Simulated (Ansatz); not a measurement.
Consider the formal exchange of groups at the Sn–Br bond: `[Cl][SnH2][Br]` + `C[Se]C` → `C[Se][SnH2][Cl]` + `CBr`.

Gas-phase electronic energies from Ansatz, PBE0-D4/def2-TZVP geometries. CBS: MP2 limit from def2 TZ/QZ plus the TZ coupled-cluster correction, frozen cores. Functionals use def2-TZVPP. HSE06 is defined as in plane-wave codes. def2 core potentials past Kr. For Br, Se, Sn outer-core shells are correlated without core-valence functions, which leaves a few kJ/mol of doubt a bond. Scalar relativity is left out up to krypton. Each species was taken in one conformer, which may not be the lowest.

(1) Is it downhill or uphill in electronic energy at CCSD(T)/CBS, and by how much? (Estimate.)

(2) What do these levels give: PBE0-D4, r2SCANh-D4, HSE06-D4, PBE-QIDH, PBE, r2SCANh, r2SCAN0, HSE06, HF/def2-SVP, CCSD(T)/def2-SVP, SCS-MP2/def2-TZVPP, CCSD/CBS(def2)? (Best estimate.)

Largest T1 diagnostic among the species: 0.011.

## Answers

(1) Computed: Uphill: ΔE = +37.1 kJ/mol.

(2) The calculation gave: PBE0-D4 36.5, r2SCANh-D4 39.1, HSE06-D4 36.4, PBE-QIDH 39.7, PBE 35.5, r2SCANh 39.8, r2SCAN0 40.5, HSE06 38.5, HF/def2-SVP 46.2, CCSD(T)/def2-SVP 40.2, SCS-MP2/def2-TZVPP 38.6, CCSD/CBS(def2) 38.9 kJ/mol.

At CCSD(T), def2-SVP lies +3.1 kJ/mol from the extrapolated value and def2-TZVPP +0.5 kJ/mol. The D4 term adds −3.4 kJ/mol with B3LYP and −2.1 kJ/mol with PBE0; it sums over pairs of atoms, weighted by their polarisabilities, and B3LYP, whose exchange is more repulsive, gets the larger term. In def2-TZVPP, CCSD(T) changes the Hartree–Fock value by −9.6 kJ/mol (the triples alone add −1.8 kJ/mol) and MP2 by −9.6 kJ/mol.

B3LYP here is the variant with VWN-RPA as its local correlation; programs differ in this.
